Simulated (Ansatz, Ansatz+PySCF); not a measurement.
```xyz
4

C     0.0000    0.0000    0.0000
H     1.1994    0.0000    0.0000
H    -0.5452    0.9443    0.0000
H    -0.5452   -0.9443    0.0000
```

Basis set: STO-3G (spherical functions). Correlated methods keep 1 orbital frozen. Correlation on ROHF uses semicanonical orbitals with singles. Charge 0, multiplicity 2.

Computed with Ansatz (development build ahead of 0.2.0); each method stands on the lowest determinant of its kind that the runs found.

(1) Give the atomization energy at this shape (free ground-state atoms in the same class of orbitals less the molecule, no zero-point energy) of doublet CH3 by PBE0 (unrestricted), ROHF-CCSD(T), UHF-MP2, ROHF-MP2, UHF, ROHF.

Results:

(1)

```csv
method,atomization energy
PBE0 (unrestricted),1525.3 kJ/mol
ROHF-CCSD(T),1340.7 kJ/mol
UHF-MP2,1310.0 kJ/mol
ROHF-MP2,1305.5 kJ/mol
UHF,1227.8 kJ/mol
ROHF,1214.5 kJ/mol
```

Caution: the shape is not the minimum.

This basis has no polarisation functions and is too small for such energies, which can lie far from measured ones in either direction.
